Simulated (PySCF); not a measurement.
# Spin-rotation constants: `CN(/C(=C/C#C)C#C)C`, C$_{8}$H$_{9}$N

Molfile (atoms numbered from 1):
```
C8H9N
     RDKit          3D

 18 17  0  0  0  0  0  0  0  0999 V2000
    3.4051    1.6003   -0.3918 C   0  0  0  0  0  0  0  0  0  0  0  0
    2.4820    0.8296   -0.4177 C   0  0  0  0  0  0  0  0  0  0  0  0
    1.4420   -0.1101   -0.4611 C   0  0  0  0  0  0  0  0  0  0  0  0
    0.1736    0.1972   -0.0876 C   0  0  0  0  0  0  0  0  0  0  0  0
   -0.0791    1.5082    0.3968 C   0  0  0  0  0  0  0  0  0  0  0  0
   -0.2606    2.6185    0.8167 C   0  0  0  0  0  0  0  0  0  0  0  0
   -0.9097   -0.6497   -0.2017 N   0  0  0  0  0  0  0  0  0  0  0  0
   -0.6911   -2.0040   -0.6397 C   0  0  0  0  0  0  0  0  0  0  0  0
   -2.0548   -0.4587    0.6532 C   0  0  0  0  0  0  0  0  0  0  0  0
    4.2001    2.2829   -0.3629 H   0  0  0  0  0  0  0  0  0  0  0  0
    1.7126   -1.0946   -0.8120 H   0  0  0  0  0  0  0  0  0  0  0  0
   -0.4140    3.5920    1.1753 H   0  0  0  0  0  0  0  0  0  0  0  0
   -0.1488   -2.0047   -1.5858 H   0  0  0  0  0  0  0  0  0  0  0  0
   -1.6576   -2.4800   -0.8012 H   0  0  0  0  0  0  0  0  0  0  0  0
   -0.1286   -2.5997    0.0921 H   0  0  0  0  0  0  0  0  0  0  0  0
   -2.1671    0.5984    0.8839 H   0  0  0  0  0  0  0  0  0  0  0  0
   -2.9528   -0.8033    0.1368 H   0  0  0  0  0  0  0  0  0  0  0  0
   -1.9598   -1.0160    1.5950 H   0  0  0  0  0  0  0  0  0  0  0  0
  1  2  3  0
  2  3  1  0
  3  4  2  0
  4  5  1  0
  5  6  3  0
  4  7  1  0
  7  8  1  0
  7  9  1  0
  1 10  1  0
  3 11  1  0
  6 12  1  0
  8 13  1  0
  8 14  1  0
  8 15  1  0
  9 16  1  0
  9 17  1  0
  9 18  1  0
M  END
```

Computed, not measured: GIAO B97-2/pcSseg-1 magnetisability, rotational g tensor and spin-rotation constants, non-relativistic, gas phase in PySCF. Geometry: GFN2-xTB.

Give the nuclear spin-rotation constants along the inertial axes (H = +C I·J) beside the isotropic shieldings.

Rotational constants 2.6537, 1.2034, 0.8421 GHz. A star marks the isotopologue with that one atom substituted, in its own axes.
| atom | isotope | Caa (kHz) | Cbb (kHz) | Ccc (kHz) | mean (kHz) | σ (ppm) |
| --- | --- | --- | --- | --- | --- | --- |
| N7 | 14N | 0.136 | 0.110 | 0.041 | 0.096 | 180.5 |
| H10 | 1H | 0.097 | -0.131 | -0.097 | -0.044 | 29.0 |
| H11 | 1H | -0.248 | 0.083 | -0.098 | -0.088 | 27.1 |
| H12 | 1H | -0.251 | 0.025 | -0.098 | -0.108 | 28.7 |
| H13 | 1H | -0.180 | -0.069 | -0.042 | -0.097 | 29.0 |
| H14 | 1H | 0.095 | -0.130 | -0.091 | -0.042 | 29.2 |
| H15 | 1H | -0.272 | -0.102 | 0.005 | -0.123 | 29.4 |
| H16 | 1H | -0.192 | 0.034 | -0.087 | -0.082 | 27.5 |
| H17 | 1H | -0.007 | -0.124 | -0.060 | -0.064 | 29.2 |
| H18 | 1H | -0.263 | -0.125 | 0.024 | -0.122 | 29.2 |
| C1 | 13C* | 0.358 | 0.330 | 0.271 | 0.320 | 100.6 |
| C2 | 13C* | 0.013 | 0.443 | 0.304 | 0.254 | 101.0 |
| C3 | 13C* | 0.859 | 0.367 | 0.110 | 0.446 | 95.9 |
| C4 | 13C* | 1.046 | 0.507 | 0.156 | 0.570 | 42.8 |
| C5 | 13C* | 0.847 | 0.042 | 0.303 | 0.397 | 106.0 |
| C6 | 13C* | 0.733 | 0.186 | 0.278 | 0.399 | 93.8 |
| C8 | 13C* | 0.511 | 0.173 | 0.151 | 0.278 | 147.8 |

For the geometry as given, no vibrational averaging.
